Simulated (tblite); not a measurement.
Species: C3HBrNS2 (doublet state).
SMILES with atom numbers: `[S:1][c:2]1[cH:3][s:4][n:5][c:6]1[Br:7]` (hydrogens: H8 on C3)
Bond orders are those of one Lewis drawing.

Computed with GFN2-xTB (tblite), gas phase: L-BFGS steps from a force-field or distance-geometry start until the largest atomic force falls under 0.01 eV/Å.

Step 3: E = -554.4762 eV
```
atom  x, y, z in Å  |  force x, y, z in eV/Å
S1      0.2731    2.2877   -0.1871    0.169   0.454  -0.034
C2     -0.0080    0.6347   -0.0644   -0.245  -0.526   0.066
C3     -1.2627    0.0500   -0.0960   -0.190   0.014  -0.040
S4     -1.1079   -1.6501    0.0605    0.210   0.246   0.032
N5      0.5329   -1.6181    0.1833    0.185   0.392  -0.060
C6      0.9919   -0.4031    0.1026   -0.378   0.393  -0.061
Br7     2.8010    0.1315    0.1830   -0.281  -0.517   0.030
H8     -2.2114    0.5769   -0.2064    0.531  -0.455   0.067
```

Step 4: E = -554.5005 eV
```
atom  x, y, z in Å  |  force x, y, z in eV/Å
S1      0.2765    2.2948   -0.1876    0.090   0.162  -0.013
C2     -0.0107    0.6286   -0.0632   -0.232   0.143  -0.002
C3     -1.2623    0.0455   -0.0962   -0.174   0.066  -0.034
S4     -1.0962   -1.6460    0.0619   -0.172  -0.012   0.018
N5      0.5286   -1.6102    0.1814    0.421   0.234  -0.022
C6      0.9838   -0.3936    0.1012   -0.078   0.219  -0.022
Br7     2.7937    0.1202    0.1836   -0.188  -0.450   0.030
H8     -2.2044    0.5701   -0.2056    0.334  -0.363   0.045
```

Q: Estimate the geometry and energy of step 5. (The exact step hangs on the optimiser's Hessian estimate; all steps are aligned on step 4, rigid shifts and turns removed.)

A: E = -554.5180 eV, largest force 0.512 eV/Å
```
atom  x, y, z in Å  |  force x, y, z in eV/Å
S1      0.2803    2.3015   -0.1881    0.025   0.012  -0.002
C2     -0.0166    0.6296   -0.0626   -0.190   0.474  -0.041
C3     -1.2640    0.0420   -0.0968    0.093   0.014   0.001
S4     -1.0920   -1.6432    0.0631   -0.172  -0.185   0.024
N5      0.5334   -1.6015    0.1798    0.271   0.090  -0.010
C6      0.9775   -0.3828    0.0999    0.081   0.097   0.000
Br7     2.7854    0.1043    0.1845   -0.046  -0.342   0.029
H8     -2.1950    0.5596   -0.2043   -0.062  -0.160   0.000
```

The energy changes by -0.0175 eV. The first-order estimate −F·Δx gives -0.0250 eV and the mean of the old and new forces, exact on a quadratic surface, -0.0175 eV. The step makes an angle of 32° with the force vector and moves no atom by more than 0.018 Å.

What follows is the cost of the whole relaxation. On one thread, Arm Neoverse V2 (aarch64), on a shared host, this took 0.13 s wall.
